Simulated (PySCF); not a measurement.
Species: C5H15NOSi.
SMILES: `C(C)[C@H]([Si@@H](NC)O)C`

Torsions of this conformer, `[CH3:1][CH2:2][C@@H:3]([CH3:4])[Si@H:5]([OH:6])[NH:7][CH3:8]`: C1–C2–C3–C4 61°, C2–C3–Si5–O6 -173°, C3–Si5–N7–C8 -171°, H–O6–Si5–C3 -75°.

The closed-shell ground state was solved at several levels (PySCF, density fitting, gas phase, non-relativistic). The structure is a single PBE0-D3(BJ)/def2-SVP conformer in the gas phase; no vibrational or solvent corrections.

```tsv
level	basis functions	HOMO (eV)	LUMO (eV)	gap (eV)	dipole (D)
mPW1PW91/pcSseg-1	218	-6.78	1.04	7.82	2.33
B3LYP/def2-SVPD	287	-6.58	0.09	6.67	2.26
```

Q: What might PBE0/pcSseg-1 (218 basis functions) give for the same quantities?

A: HOMO -6.74 eV, LUMO 1.04 eV, gap 7.78 eV, dipole 2.34 D.

Q: Over all these levels, which gives the widest orbital gap and which the narrowest?

A: mPW1PW91/pcSseg-1 (global hybrid, 25 % exact exchange) has the widest, 7.82 eV, and B3LYP/def2-SVPD (global hybrid, 20 % exact exchange) the narrowest, 6.67 eV. Functional and basis both differ between the two, so the spread mixes both effects.

Q: How far do the dipole and the HOMO energy spread over the levels?

A: The dipole runs from 2.26 to 2.34 D (mean 2.31 D) and the HOMO from -6.78 to -6.58 eV.
